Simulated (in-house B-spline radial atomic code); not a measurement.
A calculation on Sc⁷⁺ (an excited or competing configuration): its settings, and results tabulated from the run. Method: non-relativistic r2SCAN, spin-polarised, spherical fractional occupations, point nucleus. Calculated with a radial B-spline atomic code at the basis-set limit.

In the input, 3d5,1 would mean five up and one down electron.

Command:
```bash
python run_scf.py task.json out
```
Settings:
```
Z                21
configuration    1s2 2s2 2p6 3s2 3p1,0 4d1,0
hamiltonian      nr
method           r2scan
spin_polarised   True
```

Output (hartree, bohr):
```
 radial grid: 44 intervals, B-splines of order 8, outer radius 13.5065 bohr

 iter        energy (Eh)    residual
    1        -740.220807    4.83e-02
    2        -740.224416    1.60e-03
    3        -740.224420    8.32e-04
    4        -740.224421    4.32e-04
    5        -740.224421    2.73e-05
    6        -740.224421    2.31e-06
    7        -740.224421    3.04e-07
    8        -740.224421    2.90e-08

 total energy                      -740.22442
 kinetic                             739.7231
 electron-nucleus                  -1677.4781
 Hartree                             231.9286
 exchange-correlation                -34.3980

 orbital      occ     eigenvalue          <r>       <r^2>       <1/r>     <1/r^2>       <r^4>       r_max
 1s up      1.000      -167.1733    0.0735853  0.00727007     20.5323     849.541 0.000135694     0.04837
 1s down    1.000      -167.1487    0.0735756  0.00726802     20.5344     849.681 0.000135619     0.04836
 2s up      1.000       -23.0292     0.342863    0.138863     4.29362      75.837   0.0338263      0.2845
 2s down    1.000       -23.0029     0.342559    0.138524     4.29479     75.8347   0.0335575      0.2846
 2p up      3.000       -19.9787     0.305484    0.114916     4.21404      24.496   0.0270411      0.2321
 2p down    3.000       -19.9414     0.305262    0.114655     4.21471     24.4969   0.0268205      0.2323
 3s up      1.000        -6.6010     0.955468     1.03707       1.478     13.4561     1.60704      0.8717
 3s down    1.000        -6.4557     0.961495     1.05002     1.46537     13.2033     1.64759       0.874
 3p up      1.000        -5.7276     0.974815     1.09339     1.40275     4.29392     1.85543      0.8787
 4d up      1.000        -2.1593      2.24369     5.73249    0.592433    0.616339     47.1297       2.192
```

Run time, properties included: 0.1 s on 1 thread of Arm Neoverse V1, with other jobs on the host.
